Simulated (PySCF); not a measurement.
# Two-component Hartree-Fock for Ag²⁰⁺ (silver, charge +20)

Start: [Ar] 3d9; 3d3/2 filled at m_j = -3/2, -1/2, +1/2, +3/2; 3d5/2 filled at m_j = -3/2, -1/2, +1/2, +3/2, +5/2. Calculated with PySCF 2.14 in an uncontracted even-tempered set (17 s from 2.3 bohr⁻², ratio 2.8; 13 p from 2.9 bohr⁻², ratio 2.8; 8 d from 2.9 bohr⁻², ratio 2.8; 4 f from 14 bohr⁻², ratio 3): generalised Hartree-Fock with the X2C-1e Hamiltonian and a Gaussian nucleus; one run each with spin-orbit coupling (SO) switched off, then screened by Boettger's factors.

```csv
spinor shell,electrons,"ε, spin-free (eV)","ε, screened SO (eV)",weight of nominal j (screened SO),"rms radius, screened SO (bohr)"
1s1/2,2,-26258.8,-26256.9,1.000,0.0357
2s1/2,2,-4460.5,-4459.8,1.000,0.146
2p1/2,2,-4057.9,-4180.7,1.000,0.126
2p3/2,4,-4057.9,-4001.0,1.000,0.131
3s1/2,2,-1298.9,-1298.7,1.000,0.385
3p1/2,2,-1162.9,-1188.3,0.995,0.377
3p3/2,4,-1162.9,-1151.0,0.998,0.387
3d3/2,4,-957.07,-961.80,0.961,0.357
3d5/2,5,-957.07,-953.60,0.969,0.360
```

```csv
quantity,spin-free,screened SO
E (hartree),-5133.20861,-5134.27514
M_J,5/2,5/2
⟨J²⟩,8.750,8.750
⟨L²⟩,6.000,6.009
⟨S²⟩,0.750,0.759
```

Each row is a mean over spinors that exchange with the open shell spreads, by up to 15.834 eV (3p3/2).

Breit and QED terms are absent; they matter most for the inner s and p1/2 levels.

Densities and radii are taken from the X2C orbitals without a picture-change correction, which distorts them close to the nucleus.

Without spin-orbit coupling the j labels of p, d and f shells carry no meaning; the spin-free column gives the mean over the occupied spinors of each nl shell.
